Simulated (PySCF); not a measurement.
**J couplings in `FCCCBr`, C$_{3}$H$_{6}$BrF**

Geometry:
```
atom   x (Å)   y (Å)   z (Å)
  F1  -1.543  -1.026   0.813
  C2  -1.164  -0.487  -0.394
  C3   0.330  -0.253  -0.416
  C4   0.766   0.692   0.682
 Br5   2.691   0.939   0.706
  H6  -1.717   0.459  -0.536
  H7  -1.459  -1.182  -1.198
  H8   0.850  -1.218  -0.304
  H9   0.613   0.149  -1.403
 H10   0.330   1.693   0.560
 H11   0.488   0.304   1.669
```

Level of theory for the indirect couplings: PBE0/pcJ-1 (dyall-v2z on Br), isolated molecule, finite nuclei, PBE0-D3(BJ)/def2-SVP geometry (PySCF 2.14.0).

Non-relativistic values:
| coupling | atoms | J (Hz) |
| --- | --- | --- |
| 1J(79Br,13C) | Br5 – C4 | -73.4 |
| 2J(79Br,13C) | Br5 – C3 | 3.7 |
| 2J(79Br,1H) | Br5 – H10/H11 | 21.1 |
| 3J(79Br,13C) | Br5 – C2 | 4.2 |
| 3J(79Br,1H) | Br5 – H8/H9 | 4.6 |
| 4J(79Br,19F) | Br5 – F1 | -1.3 |

Task: What do scalar relativity and two-component X2C with spin–orbit coupling give?

Result: 
| coupling | atoms | scalar (Hz) | with spin–orbit (Hz) |
| --- | --- | --- | --- |
| 1J(79Br,13C) | Br5 – C4 | -89.4 | -77.5 |
| 2J(79Br,13C) | Br5 – C3 | 3.5 | 2.6 |
| 2J(79Br,1H) | Br5 – H10/H11 | 24.3 | 21.8 |
| 3J(79Br,13C) | Br5 – C2 | 2.9 | 4.0 |
| 3J(79Br,1H) | Br5 – H8/H9 | 4.5 | 4.9 |
| 4J(79Br,19F) | Br5 – F1 | -1.5 | -1.0 |

The largest listed coupling, 1J(79Br,13C), ends at 1.06 times its non-relativistic value: scalar relativity adds -16.0 Hz and spin–orbit coupling +11.9 Hz. Equivalent partners are averaged, as under fast rotation. Couplings to strongly quadrupolar nuclei (79Br) are seldom resolved in solution.
